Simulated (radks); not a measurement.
The numbers below are computed, except where a source is named.
Ionisation of Hf3+, [Xe] 4f14 5d1, to Hf4+, [Xe] 4f14, under several functionals. Dirac Kohn-Sham, spin-unpolarised, spherical densities, point nucleus; open shells fill j = l - 1/2 first; a radial shooting solver on a logarithmic mesh with Libxc functionals.

functional	E(Hf3+) (hartree)	Exc (hartree)	IE (eV)	-e(HOMO) (eV)	<r> HOMO (bohr)	IE error (eV)
LDA (Slater exchange, Perdew-Wang correlation)	-15087.0083	-299.8396	33.541	27.753	1.906	+0.171
LDA (Slater exchange, Perdew-Zunger correlation)	-15087.0130	-299.8448	33.539	27.752	1.906	+0.169
RPBE	-15096.5691	-309.4909	33.179	27.368	1.922	-0.191
exchange-only LDA	-15079.7402	-292.4913	32.104	26.357	1.931	-1.266
revPBE	-15096.4351	-309.3569	33.142	27.335	1.915	-0.228

NIST Atomic Spectra Database: 33.37 eV (semi-empirical). Closest: LDA (Slater exchange, Perdew-Zunger correlation). The Delta-SCF values span 1.44 eV, the total energies 16.83 hartree. The highest occupied level is 5d3/2. Spin polarisation and multiplet splitting are left out, so open shells lie too high by an amount that depends on their filling.

Beside tabulated values, note that spin-unpolarised runs miss the spin-polarisation part of the exchange energy of open shells.
